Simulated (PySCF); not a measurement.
## Dipole moment and polarisability of `O=CC1=CCOC1`

Compound: C₅H₆O₂.
Structure used (GFN2-xTB), in Å, numbered top down from 1:
```
atom  x, y, z in Å
O1     2.8472   -0.6763   -0.0274
C2     2.0523    0.2278    0.0156
C3     0.6048    0.0732    0.0042
C4    -0.3178    1.0387    0.0471
C5    -1.6777    0.4323    0.0142
O6    -1.4775   -0.9686   -0.0555
C7    -0.0866   -1.2607   -0.0617
H8     2.3809    1.2843    0.0681
H9    -0.1603    2.1002    0.0980
H10   -2.2542    0.7686   -0.8599
H11   -2.2576    0.6807    0.9154
H12    0.1755   -1.8083   -0.9758
H13    0.1665   -1.8914    0.8000
```

Level: PBE0/def2-SVPD (PySCF), static field, nuclei fixed, core orbitals frozen in the response. The polarisability tensor in these axes (au):

```
x    85.66 -11.89  -0.46
y   -11.89  67.56   1.06
z    -0.46   1.06  44.99
```

Q: What are the eigenvalues, a third of the trace, and Δα (Δα² = ½Σ(αi − αj)² over the three pairs)?

A: Principal values 44.95, 61.70 and 91.57 au; mean 66.07 au = 9.79 Å³ = 10.89 × 10⁻⁴⁰ C²·m²/J; Δα = 40.91 au (62 % of the mean).

Q: What is the dipole moment, and where does it point?

A: (-1.85, 3.01, 0.15) D, 3.54 D in size, pointing from the negative to the positive side. Measured along this direction, the outermost atoms are O1 at the negative end and H9, H11 and H10 at the positive end.

Q: What would n − 1 = 2πNα be for an ideal gas of these molecules at 273.15 K and 1 atm, electronic part alone?

A: N = p/kT = 2.6868 × 10¹⁹ cm⁻³, so n − 1 = 2π × N × 9.79 × 10⁻²⁴ cm³ = 1653 × 10⁻⁶ at long wavelengths.

Q: Sum over states: ᾱ = Σ f/ω², ω in Eh. What share falls to these 8 lowest TDDFT singlets (eV, f)? 3.69, 0.0003; 4.32, 0.0649; 6.16, 0.3114; 6.41, 0.0002; 6.69, 0.0066; 7.19, 0.0004; 7.34, 0.0182; 7.38, 0.0602.

A: They add up to 9.86 au, 14.9 % of the 66.07 au; the largest single term is 6.08 au, from the state at 6.16 eV. Terms in order: 0.02, 2.58, 6.08, 0.00, 0.11, 0.01, 0.25, 0.82 au. Higher excitations give the rest. The strengths listed sum to 0.462.

Q: What are the principal values of the traceless quadrupole moment, Θ = ½Σq(3rr − r²1), about the centre of nuclear charge?

A: -10.53, 3.57, 6.96 D·Å. The values depend on the origin, since the dipole doesn't vanish. The electronic extent ⟨r²⟩ about the same centre is 755 bohr², a root-mean-square distance of 2.02 Å for the 52 electrons.

Q: Along which axes do the principal values lie, and how far do the nuclei extend along each?

A: Largest value along (0.90, -0.44, -0.02), where the nuclei span 5.20 Å; middle along (0.44, 0.89, 0.04), 3.79 Å; least along (0.00, -0.05, 1.00), 1.78 Å. The response follows the extents in order.

One conformer (not necessarily the lowest) at the GFN2-xTB geometry, without solvent, vibrations or thermal averaging.
